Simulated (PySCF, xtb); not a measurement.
Si(OSiH3)(F)2(Me) (CH6F2OSi2), SMILES F[Si](C)(F)O[SiH3]. One conformer was computed; it need not be the lowest.

Harmonic wavenumbers (cm⁻¹) from GFN2-xTB (xtb) at its own minimum, in rising order: 13, 48, 64, 64, 165, 167, 240, 256, 300, 555, 598, 624, 752, 755, 770, 809, 809, 846, 889, 891, 1129, 1385, 1468, 1468, 2274, 2281, 2294, 3048, 3049, 3054.

Problem. What does PBE-D3(BJ)/def2-SVP (PySCF 2.14.0) give at its own minimum? (The exact figures need the calculation; the answer reports its results.)

Solution. 25, 38, 67, 114, 191, 202, 296, 312, 366, 565, 699, 711, 715, 757, 794, 885, 913, 918, 937, 953, 1074, 1236, 1377, 1379, 2173, 2181, 2194, 2992, 3095, 3097. Paired by order, the mean absolute difference is 59 cm⁻¹ and the zero-point energies are 44.4 and 44.7 kcal/mol.
